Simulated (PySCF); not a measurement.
Working out the ionisation energy of Kr

Kr [Kr] (1S) → Kr⁺ [Ar] 3d10 4s2 4p5 (2P). Computed with PySCF 2.14 in aug-cc-pVTZ-PP with ECP10MDF, with scalar relativity through the core potential. Frozen: 3s2 3p6 3d10. Energies in hartree (1 hartree = 27.21139 eV):

```tsv
part	Kr (lower)	Kr⁺ (upper)
UHF	-462.198080	-461.718388
MP2 opposite-spin	-0.133559	-0.109295
MP2 same-spin	-0.043834	-0.031877
```

Question: What does Hartree-Fock give?

Answer: (-461.718388) − (-462.198080) = 0.479692 hartree = 13.053 eV.

Question: What do MP2 and SCS-MP2 (6/5 opposite-spin, 1/3 same-spin) give?

Answer: The opposite-spin parts differ by 0.660 eV and the same-spin parts by 0.325 eV. MP2: 13.053 + (0.660) + (0.325) = 14.038 eV. SCS-MP2: 13.053 + 1.2 × (0.660) + (0.325)/3 = 13.953 eV.

Measured between the centres of the two terms (NIST): 14.222 eV, so MP2 (valence) is off by -0.184 eV.

What remains against the reference includes basis incompleteness, the frozen core and correlation beyond second order.
